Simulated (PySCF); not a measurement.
Q: What does the PBE0-D3(BJ)/def2-SVP structure of `O(C)BC` (C2H7BO) look like in three dimensions?

A: 
```
atom  x, y, z in Å
C1    -1.8943   -0.0907   -0.0795
B2    -0.3518   -0.1845   -0.3263
O3     0.5032    0.2104    0.6369
C4     1.8983    0.1460    0.5062
H5    -2.3501   -1.0917   -0.1713
H6    -2.3699    0.5227   -0.8636
H7    -2.1506    0.3262    0.9052
H8     0.1107   -0.6105   -1.3723
H9     2.3102   -0.5134    1.2862
H10    2.3264    1.1506    0.6470
H11    2.1986   -0.2377   -0.4831
```

Any rigid rotation of these coordinates is as good. Atoms count from 1 in this order. Of the pairs four or more bonds apart, H8···H11 is among the closest relative to their van der Waals radii: 2.30 Å, 96 % of the sum of Bondi's values. The 4 heavy atoms lie in one plane (0.004 Å rms). B2 (three-coordinate boron) is planar (angles 122.0°, 119.7° and 118.3°, sum 360.0°, 0.00 Å off the plane of its three neighbours).

Bonds between heavy atoms (Å): C1–B2 1.565, B2–O3 1.347, O3–C4 1.403.

Computed, not measured: PBE0-D3(BJ)/def2-SVP geometry optimisation, gas phase (PySCF).

No frequency check. One conformer, not necessarily the lowest (C1–B2–O3–C4 179°).
